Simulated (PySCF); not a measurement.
## Levels of Bi²⁺ from EOM-EA-GCCSD

Reference: closed-shell Bi³⁺, [Xe] 4f14 5d10 6s2; one electron is added. Calculated with PySCF 2.14, two-component X2C-1e with screened spin-orbit coupling, x2c-TZVPPall-2c with one added diffuse shell each of s, p, d, f type (12s12p10d4f, 126 functions); frozen [Kr] 4d10 4f14; the 26 highest virtual spinors dropped; of the others 104 kept and the rest restored at second order. No Breit or QED terms. Binding energies in eV.

```json
{"level": "6p1/2", "Koopmans": "24.676"}
{"level": "6p3/2", "Koopmans": "22.089"}
{"level": "7s1/2", "Koopmans": "13.216"}
{"level": "6d3/2", "Koopmans": "12.108"}
{"level": "6d5/2", "Koopmans": "11.920"}
{"level": "7p1/2", "Koopmans": "10.617"}
{"level": "7p3/2", "Koopmans": "10.007"}
{"level": "5f7/2", "Koopmans": "7.530"}
```

**Question.** How does correlation move these levels?

**Answer.** 6p1/2: second order 25.442, EOM-CCSD 25.291; 6p3/2: second order 22.914, EOM-CCSD 22.776; 7s1/2: second order 13.739, EOM-CCSD 13.679; 6d3/2: second order 12.951, EOM-CCSD 13.037; 6d5/2: second order 12.742, EOM-CCSD 13.049; 7p1/2: second order 10.962, EOM-CCSD 10.929; 7p3/2: second order 10.294, EOM-CCSD 10.272; 5f7/2: second order 7.872, EOM-CCSD 7.853.

For comparison, the ionisation energy of Bi²⁺ is 25.571 eV (measured; NIST Atomic Spectra Database, ionization energies).

The highest levels are limited by the diffuse functions of the basis.
